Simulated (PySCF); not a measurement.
Computed shifts of a molecule F2H5NSi2, PySCF with PBE0/pcSseg-1, GIAO, gas phase, atoms alike by connectivity averaged where their shifts nearly agree, in ppm (number of nuclei): ²⁹Si: -17.1 (2). ¹⁹F: -164.5 (2). ¹⁵N: 74.5 (1). ¹H: 5.47 (2), 5.31 (2), 3.07 (1). References: ²⁹Si against TMS (σ = 352.7 ppm); ¹⁹F against CFCl3 (σ = 167.2 ppm); ¹⁵N against NH3 (σ = 267.4 ppm); ¹H against TMS (σ = 31.56 ppm), references at their B3LYP-D3(BJ)/def2-TZVP geometries, non-relativistic. The structure is a stationary point at PBE-D3(BJ)/def2-SVP. The values are those of a single conformer.

Question: Identify the compound among the candidates.
(A) F[SiH](F)N[SiH3]
(B) F[SiH2]N[SiH2]F
(C) N[Si](F)(F)[SiH3]
(D) N[Si@@H](F)[SiH2]F

Answer: B, F[SiH2]N[SiH2]F
